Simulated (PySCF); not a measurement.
GeH4O4, SMILES [OH][Ge]([OH])([OH])[OH].

Geometry: PBE0-D3(BJ)/def2-SVP. The isomer is the one that the SMILES or the coordinates give; other isomers of the formula were not compared. One conformer was computed; it need not be the lowest.

All values below come from PBE/def2-TZVP (PySCF).

Symmetry labels are those of the subgroup C2 that the program uses (full group S4).

Question: List the valence orbital energies around the gap with their symmetry. (An estimate is asked for; the answer gives what the named calculation found.)

Answer: 
| orbital | symmetry | energy (eV) |
|---|---|---|
| HOMO−7 | A | -9.39 |
| HOMO−6 | A | -9.26 |
| HOMO−5 | B | -8.73 |
| HOMO−4 | B | -8.73 |
| HOMO−3 | A | -7.87 |
| HOMO−2 | A | -7.72 |
| HOMO−1 | B | -7.40 |
| HOMO | B | -7.40 |
| LUMO | A | -1.26 |
| LUMO+1 | B | 0.63 |
| LUMO+2 | B | 0.63 |
| LUMO+3 | A | 0.72 |
